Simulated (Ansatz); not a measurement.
Reaction (cleavage of the Ge–Ge bond): `[OH][GeH2][GeH2][F]` + `N[SiH](O)Cl` → `[OH][GeH2][NH][SiH](O)Cl` + `[F][GeH3]`

Calculated with Ansatz (gas phase, PBE0-D4/def2-TZVP geometries, no zero-point term in ΔE). CCSD(T)/CBS is the MP2 limit (def2-TZVPP, def2-QZVPP) plus CCSD(T) − MP2 in def2-TZVPP, frozen cores. Functionals use def2-TZVPP. For Ge outer-core shells are correlated without core-valence functions, which leaves a few kJ/mol of doubt a bond. Scalar relativity is left out up to krypton. One conformer a species, not always the lowest.

`[OH][GeH2][GeH2][F]`:

```xyz
9

O     1.848    1.102    0.259
Ge    0.784   -0.278    0.665
Ge   -1.144   -0.202   -0.828
F    -2.294   -1.375   -0.220
H     1.542    1.929    0.637
H     0.338   -0.182    2.138
H     1.652   -1.519    0.428
H    -1.878    1.151   -0.802
H    -0.848   -0.625   -2.277
```

`N[SiH](O)Cl`:

Cartesian coordinates in Å:
```
N -0.149 1.197 -0.049
Si 0.349 -0.427 -0.137
O -0.251 -1.295 1.106
Cl -0.340 -1.078 -1.963
H -0.306 1.732 -0.886
H 0.089 1.777 0.739
H 1.798 -0.697 -0.087
H -1.192 -1.210 1.278
```

`[OH][GeH2][NH][SiH](O)Cl`:

Z-matrix (Å, degrees):
```
Ge
N 1 1.821
O 1 1.799 2 103.7
H 1 1.536 2 108.9 3 -117.9
H 1 1.537 2 112.9 3 115.5
Si 2 1.714 1 124.4 3 -43.7
H 2 1.009 1 114.8 3 115.8
H 3 0.960 1 113.5 2 160.0
O 6 1.624 2 108.4 1 8.7
Cl 6 2.061 2 107.2 1 131.7
H 6 1.473 2 115.2 1 -111.3
H 9 0.970 6 114.6 2 33.5
```

`[F][GeH3]`:

```xyz
5

F    -1.419    0.271    0.800
Ge    0.078   -0.015   -0.044
H     0.269   -1.536   -0.077
H    -0.098    0.585   -1.444
H     1.170    0.696    0.765
```

```json
{"level": "r2SCAN-D4", "ΔE (kcal/mol)": "-2.8", "difference from CCSD(T)/CBS": "1.6"}
{"level": "PBE0-D4", "ΔE (kcal/mol)": "-1.9", "difference from CCSD(T)/CBS": "2.5"}
{"level": "ωB97M-V", "ΔE (kcal/mol)": "-3.9", "difference from CCSD(T)/CBS": "0.5"}
{"level": "PBE", "ΔE (kcal/mol)": "0.7", "difference from CCSD(T)/CBS": "5.1"}
{"level": "r2SCAN", "ΔE (kcal/mol)": "-2.4", "difference from CCSD(T)/CBS": "2.0"}
{"level": "PBE0", "ΔE (kcal/mol)": "-0.7", "difference from CCSD(T)/CBS": "3.7"}
{"level": "CCSD(T)/def2-TZVPP", "ΔE (kcal/mol)": "-5.5", "difference from CCSD(T)/CBS": "-1.1"}
{"level": "MP2/def2-QZVPP", "ΔE (kcal/mol)": "-5.6", "difference from CCSD(T)/CBS": "-1.2"}
{"level": "HF/CBS(def2)", "ΔE (kcal/mol)": "-4.6", "difference from CCSD(T)/CBS": "-0.2"}
{"level": "MP2/CBS(def2)", "ΔE (kcal/mol)": "-5.2", "difference from CCSD(T)/CBS": "-0.8"}
{"level": "CCSD(T)/CBS", "ΔE (kcal/mol)": "-4.4", "difference from CCSD(T)/CBS": "0"}
```

Largest T1 diagnostic among the species: 0.012.

In def2-TZVPP, CCSD(T) changes the Hartree–Fock value by −0.9 kcal/mol (the triples alone add −0.5 kcal/mol) and MP2 by −1.6 kcal/mol. From PBE to PBE0 (25 % exact exchange), in def2-TZVPP and without D4, ΔE moves by −1.4 kcal/mol.
